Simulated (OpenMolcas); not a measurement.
# Potential curves of InF: spin-free states

Calculated with OpenMolcas 26.06: state-averaged CASSCF(8,7) over In 5s 5p, F 2p, XMS-CASPT2 (IPEA 0.25, imaginary shift 0.2 hartree), scalar X2C, ANO-RCC-VTZP, then RASSI spin–orbit state interaction with atomic mean-field integrals. C2 symmetry about the axis (a holds Σ, Δ, Γ; b holds Π, Φ, H; Σ⁺ and Σ⁻ are not told apart); roots by multiplicity and irrep: 1a 5, 3b 6, 1b 4.

XMS-CASPT2 energies in eV from the lowest point. Curves are followed by energy order within each symmetry, so they are adiabatic and may change character at avoided crossings; Σ⁺ and Σ⁻ are counted together.

```tsv
R (Å)	(1)1Σ	(1)3Π	(2)3Π	(2)1Π	(1)1Δ	(2)1Σ	(3)1Σ
1.747	0.718	4.349	10.167	10.686	9.508	9.581	10.025
1.940	0.000	3.716	8.510	8.972	7.542	7.583	7.938
2.031	0.007	3.819	7.984	8.357	7.003	7.037	7.350
2.133	0.149	4.047	7.496	7.831	6.577	6.605	6.875
2.234	0.368	4.323	7.080	7.385	6.275	6.301	6.531
2.376	0.744	4.716	6.660	6.910	5.991	6.018	6.197
2.559	1.282	5.103	6.269	6.479	5.780	5.801	5.927
2.843	2.115	5.365	5.893	6.041	5.626	5.642	5.714
3.250	3.217	5.448	5.659	5.737	5.562	5.573	5.610
3.859	4.587	5.472	5.513	5.591	5.573	5.578	5.603
4.671	5.330	5.479	5.501	5.536	5.599	5.596	5.601
```

Left out for impure symmetry, kinks or missing points, though low: (1)1Π, (3)3Π. Only roots inside an energy window near the equilibrium distance were included, so the list of states is not complete; labels number the states computed. Each spin and symmetry block has orbitals of its own, averaged over its own roots, so gaps between blocks are less sure than gaps within one and near the minimum can be off by tenths of an eV, in bad cases by more. No Rydberg orbitals are active, so Rydberg states, and σ→σ* states whose orbital the CASSCF left unused, can be missing between those listed. CASPT2 splits the two components of degenerate states numerically, here by up to 64 cm⁻¹. At stretched bonds a block can hold a wrong CASSCF solution and miss its lowest state; points past a visible jump are left out. No roots were computed in block 3a (none fell in the window or the block failed), so states of that kind are missing and can lie low or lowest. Points that failed a check (symmetry, reference weights, a jump) are left out.
